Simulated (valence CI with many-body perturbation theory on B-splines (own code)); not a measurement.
## W IV: calculated level list

Method: configuration interaction combined with many-body perturbation theory (CI+MBPT): three valence electrons over a frozen Dirac-Fock core [Xe] 4f14, a basis of 9 s, 9 p, 10 d, 8 f, 5 g, 3 h, 1 i functions for each j, with the one-electron correlation potential Σ1 (screened to all orders), the two-electron term Σ2, the three-electron term Σ3, Breit, model QED; selected single and double excitations, second order for the rest, scaled by the run's own slope (own B-spline code, finite nucleus).

Set against measurement, 58 paired levels are off by 1248 cm⁻¹ on average, the worst by 2882. These come from a selection out of J. Phys. B 45, 035001 (2012). Levels without a partner in it may be off by more, other configurations by 1,000 to 8,000 cm⁻¹. 6 measured levels below the end of the list, from 46088 cm⁻¹ on, found no clear computed partner, and computed levels of the same name lie up to 1334 cm⁻¹ from them.

Levels 46 to 65 of 65, with energies above the lowest level, 5d3 4F_3/2. "Leading %" is the weight of the configuration and term that name the level; weights of strongly mixed levels are sums over their largest components and can fall short. Lifetimes count E1, E2, E3, M1 and M2 decay at the calculated energies, and are blank where another channel may lead or the interval is too uncertain; long ones can be off by a factor of two.

| No. | Configuration | Term | J | E (eV) | Leading % | Lifetime | Second component | g |
| --- | --- | --- | --- | --- | --- | --- | --- | --- |
| 46 | 5d2 6p | 4F° | 7/2 | 12.582 | 46 | 516 ps | 22 % 5d2 6p 4D° | 1.209 |
| 47 | 5d2 6p | 4D° | 3/2 | 12.616 | 36 | 437 ps | 26 % 5d2 6p 2P° | 1.199 |
| 48 | 5d2 6p | 2S° | 1/2 | 12.728 | 46 | 473 ps | 26 % 5d2 6p 4D° | 1.614 |
| 49 | 5d2 6p | 2F° | 7/2 | 12.882 | 29 | 401 ps | 25 % 5d2 6p 4D° | 1.147 |
| 50 | 5d2 6p | 4D° | 5/2 | 12.942 | 54 | 350 ps | 18 % 5d2 6p 2F° | 1.197 |
| 51 | 5d2 6p | 4D° | 1/2 | 13.058 | 81 | 708 ps | 12 % 5d2 6p 2P° | 0.155 |
| 52 | 5d2 6p | 4D° | 3/2 | 13.065 | 45 | 420 ps | 21 % 5d2 6p 4S° | 1.371 |
| 53 | 5d2 6p | 4G° | 9/2 | 13.196 | 46 | 576 ps | 26 % 5d2 6p 2G° | 1.182 |
| 54 | 5d2 6p | 2G° | 7/2 | 13.370 | 51 | 472 ps | 33 % 5d2 6p 4F° | 1.041 |
| 55 | 5d2 6p | 2F° | 5/2 | 13.390 | 39 | 579 ps | 26 % 5d2 6p 2D° | 1.066 |
| 56 | 5d2 6p | 2F° | 7/2 | 13.665 | 62 | 543 ps | 11 % 5d2 6p 4D° | 1.166 |
| 57 | 5d2 6p | 4D° | 3/2 | 13.681 | 71 | 577 ps | 19 % 5d2 6p 2D° | 1.102 |
| 58 | 5d2 6p | 4G° | 11/2 | 13.688 | 94 | 829 ps | 5 % 5d2 6p 2H° | 1.264 |
| 59 | 5d2 6p | 4S° | 3/2 | 13.804 | 50 | 446 ps | 18 % 5d2 6p 2D° | 1.548 |
| 60 | 5d2 6p | 2H° | 9/2 | 13.833 | 41 | 535 ps | 40 % 5d2 6p 4F° | 1.117 |
| 61 | 5d2 6p | 2F° | 5/2 | 13.873 | 56 | 354 ps | 25 % 5d2 6p 4D° | 1.046 |
| 62 | 5d2 6p | 2G° | 7/2 | 13.960 | 54 | 312 ps | 27 % 5d2 6p 4D° | 1.089 |
| 63 | 5d2 6p | 2P° | 1/2 | 14.183 | 43 | 415 ps | 35 % 5d2 6p 4P° | 1.438 |
| 64 | 5d2 6p | 4D° | 5/2 | 14.265 | 46 | 547 ps | 27 % 5d2 6p 2D° | 1.270 |
| 65 | 5d2 6p | 4P° | 3/2 | 14.287 | 57 | 473 ps | 19 % 5d2 6p 2P° | 1.521 |

Names give the largest LS component (configuration and term), which can be under half, so a name can repeat, a term be missing and a line seem to break the LS rules; names also repeat where a configuration has a term twice.

Where two levels of one J and parity lie close, their mixing, g and order are uncertain.
